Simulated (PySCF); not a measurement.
Correlation energy of Pd²⁺ (palladium, charge +2)

[Kr] 4d7 5p1, one real determinant (an excited configuration). Calculation: PySCF 2.14, in aug-cc-pVTZ-DK (9s8p6d3f2g, 102 functions); the spin-free X2C one-electron Hamiltonian (Gaussian nucleus). Frozen: [Kr]; 8 electrons correlated.

```json
{"level": "CCSD", "correlation energy (mhartree)": "-180.97"}
{"level": "(T)", "correlation energy (mhartree)": "-4.52"}
{"level": "CCSD(T)", "correlation energy (mhartree)": "-185.49"}
```

Diagnostics: T1 = 0.0091, D1 = 0.0310, largest double amplitude 0.042.

The real determinant used has ⟨L²⟩ near 14 against 20 for a pure G term, so it mixes terms.

Cost of the coupled-cluster step: of the order of 70 core-seconds, for 8 correlated electrons.

Iterations:

```
CC2 = 0
CCSD nocc = (np.int64(6), np.int64(2)), nmo = (84, 84)
frozen orbitals [[0, 1, 2, 3, 4, 5, 6, 7, 8, 9, 10, 11, 12, 13, 14, 15, 16, 17], [0, 1, 2, 3, 4, 5, 6, 7, 8, 9, 10, 11, 12, 13, 14, 15, 16, 17]]
max_cycle = 100
direct = 0
conv_tol = 1e-08
conv_tol_normt = 1e-06
diis_space = 8
diis_start_cycle = 0
Init t2, MP2 energy = -0.17697017876943
Init E_corr(UCCSD) = -0.176970178804906
cycle = 1  E_corr(UCCSD) = -0.179125259386124  dE = -0.00215508058  norm(t1,t2) = 0.0269782
cycle = 2  E_corr(UCCSD) = -0.180115168126076  dE = -0.00098990874  norm(t1,t2) = 0.0119005
cycle = 3  E_corr(UCCSD) = -0.180768335068372  dE = -0.000653166942  norm(t1,t2) = 0.00728533
cycle = 4  E_corr(UCCSD) = -0.180830151163323  dE = -6.1816095e-05  norm(t1,t2) = 0.00398064
cycle = 5  E_corr(UCCSD) = -0.180851393322644  dE = -2.12421593e-05  norm(t1,t2) = 0.0358838
cycle = 6  E_corr(UCCSD) = -0.180910734680713  dE = -5.93413581e-05  norm(t1,t2) = 0.00268575
cycle = 7  E_corr(UCCSD) = -0.180959688200533  dE = -4.89535198e-05  norm(t1,t2) = 0.00141983
cycle = 8  E_corr(UCCSD) = -0.180950299809196  dE = 9.38839134e-06  norm(t1,t2) = 0.000901262
cycle = 9  E_corr(UCCSD) = -0.180960720745268  dE = -1.04209361e-05  norm(t1,t2) = 0.000696379
cycle = 10  E_corr(UCCSD) = -0.18097101699373  dE = -1.02962485e-05  norm(t1,t2) = 0.0004136
cycle = 11  E_corr(UCCSD) = -0.180967014161157  dE = 4.00283257e-06  norm(t1,t2) = 0.000219614
cycle = 12  E_corr(UCCSD) = -0.180970168223703  dE = -3.15406255e-06  norm(t1,t2) = 0.000115512
cycle = 13  E_corr(UCCSD) = -0.180971937541717  dE = -1.76931801e-06  norm(t1,t2) = 8.16476e-05
cycle = 14  E_corr(UCCSD) = -0.180972062116363  dE = -1.24574646e-07  norm(t1,t2) = 9.04303e-05
cycle = 15  E_corr(UCCSD) = -0.180973114826037  dE = -1.05270967e-06  norm(t1,t2) = 0.000317631
cycle = 16  E_corr(UCCSD) = -0.180972313403024  dE = 8.01423013e-07  norm(t1,t2) = 3.50541e-05
cycle = 17  E_corr(UCCSD) = -0.180971761994205  dE = 5.51408819e-07  norm(t1,t2) = 1.95245e-05
cycle = 18  E_corr(UCCSD) = -0.180971544458987  dE = 2.17535219e-07  norm(t1,t2) = 1.31524e-05
cycle = 19  E_corr(UCCSD) = -0.180971492021635  dE = 5.24373512e-08  norm(t1,t2) = 7.89409e-06
cycle = 20  E_corr(UCCSD) = -0.180971416830352  dE = 7.51912839e-08  norm(t1,t2) = 4.35664e-06
cycle = 21  E_corr(UCCSD) = -0.180971351696609  dE = 6.51337421e-08  norm(t1,t2) = 2.83315e-06
cycle = 22  E_corr(UCCSD) = -0.180971345970904  dE = 5.72570527e-09  norm(t1,t2) = 1.82156e-06
cycle = 23  E_corr(UCCSD) = -0.180971353907804  dE = -7.93689942e-09  norm(t1,t2) = 1.39487e-06
cycle = 24  E_corr(UCCSD) = -0.180971370162153  dE = -1.62543491e-08  norm(t1,t2) = 1.25906e-05
cycle = 25  E_corr(UCCSD) = -0.180971387164551  dE = -1.70023988e-08  norm(t1,t2) = 7.52077e-07
cycle = 26  E_corr(UCCSD) = -0.180971389609047  dE = -2.44449522e-09  norm(t1,t2) = 4.86907e-07
UCCSD converged
E(UCCSD) = -5041.442533547752  E_corr = -0.1809713896090467
UCCSD(T) correction = -0.00451952483585988
```

The reference is one real determinant that mixes LS terms of this configuration.
